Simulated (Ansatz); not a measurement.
A structure relaxed at r2SCAN-D4/def2-SVPD in Ansatz, charge -1, singlet:

```xyz
8

Na    1.645    1.208    0.678
Na   -1.264    0.754    2.296
Na    0.963    3.004    3.897
Sn   -0.346   -0.205   -3.534
Sn   -1.279   -2.383   -1.786
Sn   -0.139   -1.827    0.782
Sn   -1.126    0.530   -0.836
Sn    1.545   -1.081   -1.497
```

Task: Give its formula.

Result: the cluster Na3Sn5⁻.

Task: Summarise the bond lengths by kind (pairs closer than 1.2 times the sum of covalent radii, bridged metal pairs left out).

Result: 9 × Sn–Sn 2.86 to 3.19 Å; 5 × Na–Sn 3.14 to 3.52 Å; 3 × Na–Na 3.36 to 3.75 Å.

In the def2 sets Sn takes a core potential; there is no spin–orbit coupling. The restricted singlet is unstable towards broken spin symmetry in Hartree–Fock (as tested in another run); at r2SCAN-D4/def2-SVPD this wasn't settled. Another isomer (singlet) lies 0.20 eV lower at PBE0-D4/def2-SVP; other spin states weren't run for this one.
